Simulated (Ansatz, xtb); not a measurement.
## ClF3Ge2: which of two structures lies lower

Structure X: a singlet given by its coordinates. Structure Y: a singlet given by its coordinates. Both are isolated molecules in the gas phase, relaxed with PBE-D3(BJ)/def2-SVP.

X (Å):

```tsv
atom	x (Å)	y (Å)	z (Å)
Cl	2.6153	1.8304	-2.2109
F	3.9465	-3.2394	-2.2593
F	3.1717	-0.9545	-0.9871
F	3.0707	-0.9572	-3.4697
Ge	4.5733	-1.5854	-2.2867
Ge	1.7347	-0.2096	-2.1729
```

Close contacts (Å): Cl1–Ge6 2.22, F2–Ge5 1.77, F3–Ge5 2.01, F3–Ge6 2.01, F4–Ge5 2.01, F4–Ge6 2.01.

Y (Å):

```yaml
atoms:
  - { symbol: Cl, position_ang: [1.4347, 0.5785, 1.5821] }
  - { symbol: F, position_ang: [-1.7018, 0.2821, 0.9852] }
  - { symbol: F, position_ang: [0.1473, -1.2569, -0.3353] }
  - { symbol: F, position_ang: [0.5795, 1.2169, -1.4416] }
  - { symbol: Ge, position_ang: [-0.5510, -0.9460, 1.5186] }
  - { symbol: Ge, position_ang: [1.6607, -0.0396, -0.8341] }
```

Close contacts (Å): Cl1–Ge5 2.50, Cl1–Ge6 2.50, F2–Ge5 1.77, F3–Ge5 2.01, F3–Ge6 2.01, F4–Ge6 1.77.

Problem. Estimate which is lower in electronic energy at CCSD(T)/def2-SVP + ΔMP2/def2-TZVPP, and by roughly how much.

Solution. The CCSD(T)/def2-SVP + ΔMP2/def2-TZVPP calculation puts structure X lower, by 17.3 kJ/mol.

Level by level:

| level | geometry | E(Y) − E(X) (kJ/mol) | departure from the last row (kJ/mol) | job, with rough time for the two |
| --- | --- | --- | --- | --- |
| PBE-D3(BJ)/def2-SVP | PBE-D3(BJ)/def2-SVP | +14.1 | −3.2 | optimisation, 23 s |
| HF/def2-SVP | PBE-D3(BJ)/def2-SVP | +27.9 | +10.6 | part of the CCSD(T) run |
| MP2/def2-SVP | PBE-D3(BJ)/def2-SVP | +22.9 | +5.6 | part of the CCSD(T) run |
| CCSD(T)/def2-SVP | PBE-D3(BJ)/def2-SVP | +23.9 | +6.6 | single point |
| CCSD(T)/def2-SVP + ΔMP2/def2-TZVPP | PBE-D3(BJ)/def2-SVP | +17.3 |  | single point, 39 s |

None of the levels shown reverses the order. The largest departure from CCSD(T)/def2-SVP + ΔMP2/def2-TZVPP is that of HF/def2-SVP, 10.6 kJ/mol. Levels run at GFN2-xTB geometries aren't shown. The last row adds to CCSD(T) the change of the MP2 difference between the two basis sets, here −6.6 kJ/mol.

With harmonic frequencies from PBE-D3(BJ)/def2-SVP (ideal gas, rigid rotor, one conformer each, 298.15 K, 1 atm): on the last row, ΔE + ΔZPE = +17.1 kJ/mol. A mode under 50 cm⁻¹ makes harmonic enthalpies and free energies unreliable, so none is given.

The correlated steps freeze 26 core orbitals; the filled d shell of Ge is correlated, in a basis made for valence electrons. Programs: Ansatz 0.2.0; the last row on 2 threads of Intel(R) Xeon(R) 6975P-C (Granite Rapids) on a shared host.
